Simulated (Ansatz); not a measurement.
InOF₃H₂⁺, that is In(H2O)F3 with one electron fewer. Total charge 1; doublet. Geometry PBE0-D4/def2-SVP, that of the neutral singlet; atoms count from 1.

```csv
atom,x (Å),y (Å),z (Å)
In1,-0.0016,-0.6965,0.7064
O2,0.0752,1.1899,-0.5636
H3,-0.7702,1.1398,-1.0384
H4,0.7586,0.9577,-1.2132
F5,0.2384,-0.4087,2.6092
F6,1.4869,-1.2761,-0.4282
F7,-1.7873,-0.9062,-0.0721
```

In the def2 sets In takes a core potential; there is no spin–orbit coupling.

**Question.** Estimate the Mulliken populations from the PBE0/def2-TZVP orbitals of Ansatz.

**Answer.** 
| atom | charge (e) | spin (α − β) |
| --- | --- | --- |
| In1 | 1.39 | -0.06 |
| O2 | -0.54 | 0.00 |
| H3 | 0.40 | 0.00 |
| H4 | 0.40 | 0.00 |
| F5 | -0.20 | 0.35 |
| F6 | -0.23 | 0.35 |
| F7 | -0.23 | 0.37 |
Mulliken values and Mayer orders depend strongly on the basis.

**Question.** Where does the spin sit?

**Answer.** Summed by element: In -0.06, O 0.00, H 0.00, F 1.07, of 1 unpaired in all. Largest on single atoms: F7 0.37, F6 0.35, F5 0.35.

**Question.** And the Mayer bond orders between bonded heavy atoms (over 0.3)?

**Answer.** In1–O2 0.43 (2.28 Å); In1–F5 0.80 (1.94 Å); In1–F6 0.72 (1.96 Å); In1–F7 0.72 (1.96 Å).
